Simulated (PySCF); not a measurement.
Gas-phase equilibrium of 1 mol AsH3, 40 mol H2 at 1400 K and 1.00 bar, among 7 species (As, AsH3, As2, H, H2, As4, AsH2). Only gases are allowed; each row takes one source of thermochemistry for all species, and Cantera finds the minimum.

Energies from PySCF, thermal terms from the rigid-rotor harmonic-oscillator model, ideal gas at 1 bar. † marks an energy on the PBE0/def2-TZVP geometry and frequencies; other levels use their own. MP2 and CCSD(T) freeze the core. 6-31G* has spherical d functions here. Open shells (unrestricted) among the columns below: As (multiplicity 4), H (multiplicity 2), AsH2 (multiplicity 2); the rest are closed-shell singlets. B3LYP is the form with VWN-RPA correlation. As: all electrons, no relativistic terms. AsH2: computed as isolated molecules; such fragments, hydroxides, amides, oligomers or adducts are transient or little studied in the gas. MP2 isn't extrapolated to the basis-set limit. CCSD(T) isn't extrapolated to the basis-set limit. The harmonic model lacks anharmonicity and excited electronic states, which grow with temperature; levels with a mode under 35 cm⁻¹ are left out.

Molecules larger than those listed are left out.

Mole fractions:

```
thermochemistry     x H2   x As2    x As4     x As   x AsH3   x AsH2     x H
------------------  ----  ------  -------  -------  -------  -------  ------
B3LYP/6-31G*        0.99   0.011  0.00022   9.2e-6   1.2e-5   3.1e-5  4.9e-6
B3LYP/def2-TZVP†    0.99   0.012  0.00012   4.9e-6   1.3e-5   3.0e-5  4.6e-6
CCSD(T)/def2-SVP†   0.99   0.012   1.5e-6  0.00023   1.8e-5   3.6e-5  1.5e-5
MP2/def2-TZVPP†     0.99  0.0044   0.0038   9.1e-6   2.1e-6   2.7e-6  1.5e-5
PBE0/def2-SVP†      0.99  0.0044   0.0037   1.2e-5  0.00011  0.00011  1.9e-5
ωB97M-V/def2-TZVP†  0.99  0.0054   0.0032   1.2e-5   3.4e-5   5.1e-5  6.3e-6
```
The most sensitive of these is As4: it spans a factor of 10^3.4 over these rows; at this temperature one factor of ten is RT ln 10 = 27 kJ/mol.
